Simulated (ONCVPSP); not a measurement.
# What one change does to a pseudopotential (cobalt (Co), ONCV)

* Element: cobalt
* Generator: ONCVPSP 4.0.1
* Type: optimised norm-conserving Vanderbilt (ONCV)
* Functional: PBEsol
* Relativity: scalar-relativistic
* Frozen core: [Ar]
* Valence charge: 9
* Reference configuration: 3d7 4s1.5 4p0.5
* Partial waves: 4s: rc 1.95 bohr, ncon 3, nbas 7, qcut 2.9 1/bohr, 2 projectors, debl 2.6 Ha; 4p: rc 3.05 bohr, ncon 4, nbas 8, qcut 3.1 1/bohr, 1 projector; 3d: rc 1.35 bohr, ncon 4, nbas 9, qcut 12.9 1/bohr, 2 projectors, debl 3.6 Ha
* Local potential: polynomial inside 1.10 bohr (lpopt 5, dvloc0 -1 Ha)
* Core correction: polynomial model core, fcfact 0.35

All-electron outer shells of the reference configuration (PBEsol, scalar-relativistic, ld1.x):

```csv
shell,level (eV),outermost node (bohr),outermost maximum (bohr)
3s,-103.11,0.31,0.66
3p,-66.48,0.28,0.68
3d,-9.17,–,0.66
4s,-6.10,0.96,2.29
4p,-1.72,1.05,3.13
```

Change: s: qcut 2.4.

Cutoffs: the cutoffs (Ha) at which the residual kinetic energy of the hardest occupied pseudo-wave falls to 1 and 0.1 mHa per electron; they do not see the model core or the augmentation charge, which bear on the density cutoff. Errors are all-electron minus pseudo energies relative to the spin-unpolarised reference configuration.

Problem. What does the change do?

Solution. The potential gets neither clearly harder nor softer (60 Ha and 67 Ha → 60 Ha and 67 Ha); both files keep a bound ghost (s); of the 4 tests that both files solve, the error grows in 2 and shrinks in 0 by more than 15 % and 0.3 meV (median size 23.1 → 22.5 meV).

| quantity | base | changed |
| --- | --- | --- |
| cutoff, loose | 60 Ha | 60 Ha |
| cutoff, tight | 67 Ha | 67 Ha |
| loose cutoff by channel | s 5.0 Ha, p 1.4 Ha, d 60 Ha | s 13 Ha, p 1.4 Ha, d 60 Ha |
| bound ghosts | s | s |
| GHOST(+) flags under 300 eV | p at 2.3 eV | p at 2.3 eV |
| error for 3d7 4s2 4p0, meV [ΔE -2.16 eV] | -0.3 | -1.5 |
| error for 3d7 4s1 4p0, meV [ΔE 6.89 eV] | -5.9 | -8.2 |
| error for 3d7 4s0 4p0, meV [ΔE 23.59 eV] | -40 | -37 |
| error for 3d6 4s2 4p0, meV [ΔE 13.05 eV] | -165 | -141 |
| s: phases at 1.98 bohr within 0.05 rad from the reference energy up to (Ha; the scan ends near 5) | 4.4 | 4.5 |
| p: phases at 3.09 bohr within 0.05 rad from the reference energy up to (Ha; the scan ends near 5) | 0.1 | 0.1 |
| d: phases at 1.37 bohr within 0.05 rad from the reference energy up to (Ha; the scan ends near 5) | to the end of the scan | to the end of the scan |
| rms error of d²Exc/dni dnj with the model core, mHa | 3.14 | 3.14 |

 A true bound ghost makes a file unfit for plane-wave use even where its test errors are small: the radial tests pick states by their node count and pass the ghost by.
